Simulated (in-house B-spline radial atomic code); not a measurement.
Ionising W XXV (W24+) with different functionals

Computed with an all-electron radial atomic-structure program (B-spline basis): four-component Dirac-Coulomb Hamiltonian, Fermi nucleus of rms radius 5.3658 fm, spin-restricted, spherical fractional occupations for the functionals. The ionisation energy is the difference of two self-consistent energies, [Kr] 4d10 4f4 → [Kr] 4d10 4f3, without Breit or QED terms; ε is the level of the shell that loses the electron (mean over j). The electron is taken from both j subshells in proportion to 2j + 1, so the result is a j average, not the step between ground levels.

```json
{"method": "OLYP", "rung": "GGA", "ΔSCF (eV)": "732.44", "-ε(4f) (eV)": "708.51"}
{"method": "AM05", "rung": "GGA", "ΔSCF (eV)": "?", "-ε(4f) (eV)": "?"}
{"method": "PBEsol", "rung": "GGA", "ΔSCF (eV)": "?", "-ε(4f) (eV)": "?"}
{"method": "BLYP", "rung": "GGA", "ΔSCF (eV)": "730.11", "-ε(4f) (eV)": "706.22"}
```

(1) What does AM05 give?

(2) What does PBEsol give?

(3) How do they compare with the NIST value?

Answers

(1) ΔSCF 730.55 eV, and -ε(4f) = 706.64 eV.

(2) ΔSCF 730.40 eV, and -ε(4f) = 706.50 eV.

(3) NIST lists 734 eV ± 1.7 (semi-empirical, ground level to ground level). Errors run from -3.99 to -1.66 eV; OLYP is closest (-1.66 eV), but part of that can be cancellation, since the calculations leave out Breit-QED terms, spin polarisation, the choice among j levels, multiplet and fine-structure energies.
